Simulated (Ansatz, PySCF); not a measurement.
System: sum formula SiH₂Cl (charge 0, doublet). It need not be the lowest isomer of its formula. SMILES: Cl[SiH2]
Geometry: optimised at B3LYP-D3(BJ)/def2-TZVP (Ansatz, a first-principles code).

Property: atomisation energy (electronic, to ground-state atoms), in eV. Correlated levels leave the core frozen unless marked. Open shells are spin-unrestricted. Spin-orbit coupling is left out. Non-relativistic. The coupled-cluster limit lacks core correlation, which all-electron functionals hold. CBS(X,Y): correlation extrapolated as X^-3; Hartree-Fock from the larger set.

```csv
level,program,atomisation energy (eV)
PW6B95-D3(BJ)/def2-TZVPD,PySCF + dftd3,10.58
PW6B95/def2-TZVPD,PySCF,10.54
```

What does CCSD(T)/CBS(def2-TZVPPD,def2-QZVPPD) (Ansatz) give?

10.57 eV
